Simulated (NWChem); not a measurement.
System: TiOCl, doublet; SMILES [Cl][Ti]=[O]

The following NWChem deck was run.

```
start job
memory heap 200 mb stack 900 mb global 1100 mb
geometry units angstroms noautoz
  Ti     0.262547     0.572615     0.000000
  Cl    -0.092245    -1.725399     0.000000
  O     -0.696249     1.864549     0.000000
end
basis spherical
  * library def2-svp
end
dft
  odft
  mult 2
  xc pbe0
  iterations 150
end
tddft
  cis
  nroots 6
end
task tddft energy
```

NWChem printed, in part:

```
             Northwest Computational Chemistry Package (NWChem) 7.3.0
             --------------------------------------------------------

 CS  symmetry detected

                             Geometry "geometry" -> ""
                             -------------------------

 Output coordinates in angstroms (scale by  1.889725989 to convert to a.u.)

  No.       Tag          Charge          X              Y              Z
 ---- ---------------- ---------- -------------- -------------- --------------
    1 Ti                  22.0000     0.32240844     0.59558423     0.00000000
    2 Cl                  17.0000    -0.14943992    -1.68127871     0.00000000
    3 O                    8.0000    -0.56906337     1.93486062     0.00000000

 Effective nuclear repulsion energy (a.u.)     162.7734682869

      Symmetry information
      --------------------

 Group name             Cs
 Group number              2
 Group order               2
 No. of unique centers     3

                                 NWChem DFT Module
                                 -----------------

 Summary of "ao basis" -> "ao basis" (spherical)
 ------------------------------------------------------------------------------
       Tag                 Description            Shells   Functions and Types
 ---------------- ------------------------------  ------  ---------------------
 Ti                         def2-svp                11       31   5s3p2d1f
 Cl                         def2-svp                 8       18   4s3p1d
 O                          def2-svp                 6       14   3s2p1d

      Symmetry analysis of basis
      --------------------------

        a'         44
        a"         19

            General Information
            -------------------
          SCF calculation type: DFT
          Wavefunction type:  spin polarized.
          No. of atoms     :     3
          No. of electrons :    47
           Alpha electrons :    24
            Beta electrons :    23
          Charge           :     0
          Spin multiplicity:     2
          Use of symmetry is: off; symmetry adaption is: on
          Maximum number of iterations: 150
          AO basis - number of functions:    63
                     number of shells:    25
          Convergence on energy requested:  1.00D-06
          Convergence on density requested:  1.00D-05
          Convergence on gradient requested:  5.00D-04

              XC Information
              --------------
                         PBE0 Method XC Functional
                     Hartree-Fock (Exact) Exchange  0.250
          PerdewBurkeErnzerhof Exchange Functional  0.750
            Perdew 1991 LDA Correlation Functional  1.000 local
           PerdewBurkeErnz. Correlation Functional  1.000 non-local

             Grid Information
             ----------------
          Grid used for XC integration:  medium
          Radial quadrature: Mura-Knowles
          Angular quadrature: Lebedev.
          Tag              B.-S. Rad. Rad. Pts. Rad. Cut. Ang. Pts.
          ---              ---------- --------- --------- ---------
          Ti                  1.40      112          10.0       590
          Cl                  1.00       88          10.0       590
          O                   0.60       49          10.0       434
          Grid pruning is: on
          Number of quadrature shells:   249
          Spatial weights used:  Erf1

      Superposition of Atomic Density Guess
      -------------------------------------

 Sum of atomic energies:       -1382.27321966

      Non-variational initial energy
      ------------------------------

 Total energy =   -1381.971799
 1-e energy   =   -2224.475326
 2-e energy   =     679.730059
 HOMO         =      -0.128555
 LUMO         =       0.059265

   Symmetry analysis of molecular orbitals - initial alpha
   -------------------------------------------------------

  Numbering of irreducible representations:

     1 a'          2 a"

  Orbital symmetries:

     1 a'          2 a'          3 a'          4 a'          5 a'
     6 a'          7 a"          8 a'          9 a'         10 a'
    11 a"         12 a'         13 a'         14 a'         15 a"
    16 a'         17 a'         18 a'         19 a"         20 a'
    21 a'         22 a"         23 a'         24 a'         25 a"
    26 a'         27 a"         28 a'         29 a'         30 a'
    31 a"         32 a'         33 a'         34 a'

   Symmetry analysis of molecular orbitals - initial beta
   ------------------------------------------------------

  Numbering of irreducible representations:

     1 a'          2 a"

  Orbital symmetries:

     1 a'          2 a'          3 a'          4 a'          5 a'
     6 a'          7 a"          8 a'          9 a'         10 a'
    11 a"         12 a'         13 a'         14 a'         15 a"
    16 a'         17 a'         18 a'         19 a"         20 a'
    21 a'         22 a"         23 a'         24 a'         25 a"
    26 a'         27 a"         28 a'         29 a'         30 a'
    31 a"         32 a'         33 a'         34 a'

   convergence    iter        energy       DeltaE   RMS-Dens  Diis-err
 ---------------- ----- ----------------- --------- --------- ---------
 d= 0,ls=0.0,diis     1  -1383.5146947826 -1.55D+03  4.31D-02  9.46D-01
                                                     4.24D-02  8.55D-01
 d= 0,ls=0.5,diis     2  -1364.2683563672  1.92D+01  1.11D-02  2.68D+01
                                                     1.09D-02  2.59D+01
 d= 0,ls=0.5,diis     3  -1369.8063796600 -5.54D+00  2.57D-03  2.60D+01
                                                     2.57D-03  2.63D+01
 d= 0,ls=0.5,diis     4  -1370.8521395419 -1.05D+00  2.19D-03  2.56D+01
                                                     2.40D-03  2.63D+01
 d= 0,ls=0.5,diis     5  -1372.0799026446 -1.23D+00  2.04D-03  2.46D+01
                                                     2.20D-03  2.57D+01
 d= 0,ls=0.5,diis     6  -1372.9973697956 -9.17D-01  1.50D-03  2.42D+01
                                                     1.78D-03  2.55D+01
 d= 0,ls=0.5,diis     7  -1373.7933022243 -7.96D-01  1.24D-03  2.34D+01
                                                     1.56D-03  2.49D+01
 d= 0,ls=0.5,diis     8  -1374.4483166498 -6.55D-01  1.04D-03  2.25D+01
                                                     1.35D-03  2.42D+01
 d= 0,ls=0.5,diis     9  -1374.8316969770 -3.83D-01  4.38D-03  2.20D+01
                                                     5.24D-03  2.38D+01
 d= 0,ls=0.5,diis    10  -1377.1715509388 -2.34D+00  6.65D-03  1.72D+01
                                                     7.72D-03  1.87D+01
 d= 0,ls=0.5,diis    11  -1380.6700566766 -3.50D+00  1.88D-02  9.13D+00
                                                     1.91D-02  9.83D+00
 d= 0,ls=0.5,diis    12  -1383.7866339385 -3.12D+00  5.87D-03  1.11D+00
                                                     5.94D-03  1.04D+00
 d= 0,ls=0.5,diis    13  -1384.0723870087 -2.86D-01  3.37D-03  3.06D-01
                                                     3.04D-03  2.64D-01

[...]

                                NWChem TDDFT Module
                                -------------------

            General Information
            -------------------
           No. of orbitals :     126
            Alpha orbitals :      63
             Beta orbitals :      63
        Alpha frozen cores :       0
         Beta frozen cores :       0
     Alpha frozen virtuals :       0
      Beta frozen virtuals :       0
         Spin multiplicity :       2
    Number of AO functions :      63
        Use of symmetry is : off
      Symmetry adaption is : on
         Schwarz screening :  0.10D-07

              XC Information
              --------------
                  PBE0 Method XC Functional
              Hartree-Fock (Exact) Exchange   0.25
   PerdewBurkeErnzerhof Exchange Functional   0.75
     Perdew 1991 LDA Correlation Functional   1.00 local
    PerdewBurkeErnz. Correlation Functional   1.00 non-local

             TDDFT Information
             -----------------
          Calculation type : Tamm-Dancoff TDDFT
         Wavefunction type : Unrestricted
          No. of electrons :      47
           Alpha electrons :      24
            Beta electrons :      23
              No. of roots :       6
          Max subspacesize :    5200
            Max iterations :     100
               Target root :       1
           Target symmetry : none
      Symmetry restriction : off
                 Algorithm : Optimal
        Davidson threshold :  0.10D-03

    6 smallest eigenvalue differences (eV)
--------------------------------------------------------
  No. Spin  Occ  Vir  Irrep   E(Occ)    E(Vir)   E(Diff)
--------------------------------------------------------
    1    1   24   25 a'       -0.223    -0.099     3.355
    2    1   24   26 a'       -0.223    -0.054     4.595
    3    1   23   25 a"       -0.292    -0.099     5.248
    4    1   24   27 a"       -0.223    -0.025     5.373
    5    1   22   25 a'       -0.305    -0.099     5.589
    6    1   21   25 a"       -0.312    -0.099     5.793
--------------------------------------------------------

  Entering Davidson iterations
  Unrestricted

  Iter   NTrls   NConv    DeltaV     DeltaE      Time
  ----  ------  ------  ---------  ---------  ---------
    1      6       0     0.69E-01   0.10+100        4.5
    2     12       0     0.27E-01   0.78E-02        4.8
    3     18       0     0.40E-01   0.32E-02        5.2
    4     24       0     0.61E-01   0.37E-01        4.9
    5     30       1     0.11E-01   0.42E-02        5.6
    6     35       2     0.29E-02   0.15E-03        5.9
    7     39       3     0.11E-02   0.12E-04        4.2
    8     42       3     0.31E-03   0.17E-05        3.9
    9     45       6     0.95E-04   0.11E-06        3.8
  ----  ------  ------  ---------  ---------  ---------
  Convergence criterion met

  Ground state a"      -1384.220283641327 a.u.
  <S2> =   0.7594

  ----------------------------------------------------------------------------
  Root   1         a'             0.012596991 a.u.                0.3428 eV
  <S2> =   0.8129
  ----------------------------------------------------------------------------
     Transition Moments    X  0.00000   Y -0.00000   Z -0.08168
     Dipole Oscillator Strength                    0.0000560215
     Electric Quadrupole                           0.0000000000
     Magnetic Dipole                               0.0000003923
     Total Oscillator Strength                     0.0000564138

     Occ.   22 alpha a"  ---  Virt.   26 alpha a'      -0.14534
     Occ.   24 alpha a"  ---  Virt.   25 alpha a'      -0.29928
     Occ.   24 alpha a"  ---  Virt.   26 alpha a'      -0.93713
  ----------------------------------------------------------------------------
  Root   2         a'             0.032280201 a.u.                0.8784 eV
  <S2> =   0.8008
  ----------------------------------------------------------------------------
     Transition Moments    X -0.00000   Y  0.00000   Z  0.33680
     Dipole Oscillator Strength                    0.0024411032
     Electric Quadrupole                           0.0000000003
     Magnetic Dipole                               0.0000000899
     Total Oscillator Strength                     0.0024411934

     Occ.   22 alpha a"  ---  Virt.   25 alpha a'       0.09319
     Occ.   24 alpha a"  ---  Virt.   25 alpha a'       0.92666
     Occ.   24 alpha a"  ---  Virt.   26 alpha a'      -0.30299
     Occ.   24 alpha a"  ---  Virt.   29 alpha a'      -0.18300
  ----------------------------------------------------------------------------
  Root   3         a"             0.073882115 a.u.                2.0104 eV
  <S2> =   0.8087
  ----------------------------------------------------------------------------
     Transition Moments    X  0.15965   Y  0.14979   Z -0.00000
     Dipole Oscillator Strength                    0.0023606240
     Electric Quadrupole                           0.0000000003
     Magnetic Dipole                               0.0000005238
     Total Oscillator Strength                     0.0023611480

     Occ.   22 alpha a"  ---  Virt.   27 alpha a"      -0.13364
     Occ.   24 alpha a"  ---  Virt.   27 alpha a"      -0.97671
     Occ.   24 alpha a"  ---  Virt.   31 alpha a"      -0.13955
  ----------------------------------------------------------------------------
  Root   4         a'             0.096711244 a.u.                2.6316 eV
  <S2> =   0.8040
  ----------------------------------------------------------------------------
     Transition Moments    X  0.00000   Y -0.00000   Z  0.00919
     Dipole Oscillator Strength                    0.0000054401
     Electric Quadrupole                           0.0000000005
     Magnetic Dipole                               0.0000005092
     Total Oscillator Strength                     0.0000059498

     Occ.   22 alpha a"  ---  Virt.   28 alpha a'       0.11681
     Occ.   24 alpha a"  ---  Virt.   25 alpha a'       0.06734
     Occ.   24 alpha a"  ---  Virt.   28 alpha a'       0.97020
     Occ.   24 alpha a"  ---  Virt.   29 alpha a'       0.12090
     Occ.   24 alpha a"  ---  Virt.   30 alpha a'       0.10129
     Occ.   24 alpha a"  ---  Virt.   33 alpha a'      -0.06492
     Occ.   20 beta  a'  ---  Virt.   26 beta  a"      -0.05266
  ----------------------------------------------------------------------------
  Root   5         a"             0.137513814 a.u.                3.7419 eV
  <S2> =   2.1947
  ----------------------------------------------------------------------------
     Transition Moments    X -0.16096   Y  0.06835   Z -0.00000
     Dipole Oscillator Strength                    0.0028035417
     Electric Quadrupole                           0.0000000030
     Magnetic Dipole                               0.0000000068
     Total Oscillator Strength                     0.0028035515

     Occ.   18 alpha a'  ---  Virt.   25 alpha a'      -0.14433
     Occ.   19 alpha a'  ---  Virt.   25 alpha a'       0.16219
     Occ.   21 alpha a'  ---  Virt.   25 alpha a'       0.26527
     Occ.   23 alpha a'  ---  Virt.   25 alpha a'       0.89282
     Occ.   23 alpha a'  ---  Virt.   29 alpha a'      -0.06638
     Occ.   18 beta  a'  ---  Virt.   24 beta  a'       0.06815
     Occ.   20 beta  a'  ---  Virt.   28 beta  a'      -0.05214
     Occ.   21 beta  a'  ---  Virt.   24 beta  a'      -0.11873
     Occ.   23 beta  a'  ---  Virt.   24 beta  a'      -0.17866
  ----------------------------------------------------------------------------
  Root   6         a'             0.152736319 a.u.                4.1562 eV
  <S2> =   1.9607
  ----------------------------------------------------------------------------
     Transition Moments    X  0.00000   Y -0.00000   Z -0.33791
     Dipole Oscillator Strength                    0.0116268849
     Electric Quadrupole                           0.0000000008
     Magnetic Dipole                               0.0000000408
     Total Oscillator Strength                     0.0116269265

     Occ.   20 alpha a"  ---  Virt.   25 alpha a'       0.33861
     Occ.   20 alpha a"  ---  Virt.   29 alpha a'      -0.06212
     Occ.   22 alpha a"  ---  Virt.   25 alpha a'       0.88531
     Occ.   22 alpha a"  ---  Virt.   29 alpha a'      -0.05729
     Occ.   24 alpha a"  ---  Virt.   25 alpha a'      -0.13159
     Occ.   24 alpha a"  ---  Virt.   29 alpha a'      -0.18675
     Occ.   24 alpha a"  ---  Virt.   30 alpha a'      -0.06276
     Occ.   19 beta  a"  ---  Virt.   24 beta  a'      -0.09058
     Occ.   22 beta  a"  ---  Virt.   24 beta  a'      -0.11990

              Target root =      1
          Target symmetry = none
      Ground state energy =  -1384.220283641327
        Excitation energy =      0.012596991316
     Excited state energy =  -1384.207686650012

  stored tddft:energy   -1384.2076866500115
```

Level: PBE0/def2-SVP, spin-unrestricted, TDA. In the optimisation the excess spin sits in a" (Cs, its own frame). Structure relaxed at the B3LYP/6-31G* (spherical d), spin-unrestricted level. The spin multiplicity was typed, not searched, and may not be the lowest. No stability test was run on the SCF state.
